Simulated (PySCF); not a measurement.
The first ionisation energy along the 5d series

Calculated with PySCF 2.14 from differences of total energies of unrestricted determinants, without spin-orbit coupling. Values in eV. The last column holds reference values (NIST; (s) semi-empirical, (t) theoretical, else measured). Unmarked ones compare directly (S terms, centres of terms, or small fine structure); those marked * lie between the lowest fine-structure levels and include a spin-orbit shift.

```
                               element                         configurations    UHF    LDA    PBE   PBE0  MP2 (valence)  SCS-MP2 (valence)  reference
 W (aug-cc-pVQZ-PP with ECP60MDF, ECP)  [Xe] 4f14 5d4 6s2 → [Xe] 4f14 5d4 6s1  5.883  7.907  7.483  7.279          7.277              7.564      7.825
Re (aug-cc-pVQZ-PP with ECP60MDF, ECP)  [Xe] 4f14 5d5 6s2 → [Xe] 4f14 5d5 6s1  5.923  8.047  7.550  7.341          7.417              7.729      7.834
Os (aug-cc-pVQZ-PP with ECP60MDF, ECP)  [Xe] 4f14 5d6 6s2 → [Xe] 4f14 5d6 6s1  6.517  8.765  8.304  8.050          8.134              8.377      8.473
Pt (aug-cc-pVQZ-PP with ECP60MDF, ECP)      [Xe] 4f14 5d9 6s1 → [Xe] 4f14 5d9  7.566  9.734  9.340  9.047          9.059              8.836    8.959 *
```

Question: Which of these methods has the smallest mean absolute error against the measured values here?

Answer: SCS-MP2 (valence), with 0.154 eV.

```
           method  elements  mean error (eV)  mean absolute error (eV)  largest error (eV)
              UHF         3           -1.936                     1.936              -1.956
              LDA         3            0.196                     0.196               0.291
              PBE         3           -0.265                     0.265              -0.342
             PBE0         3           -0.487                     0.487              -0.547
    MP2 (valence)         3           -0.435                     0.435              -0.548
SCS-MP2 (valence)         3           -0.154                     0.154              -0.261
```

Errors include the incompleteness of the basis and the frozen core.

"Valence" correlates the outer s and p shells and, in groups 3 to 12 and the f block, the outer d or f shell, open or full, or the next shell where the ion has no valence electron left; the wider scheme adds the next inner shell.
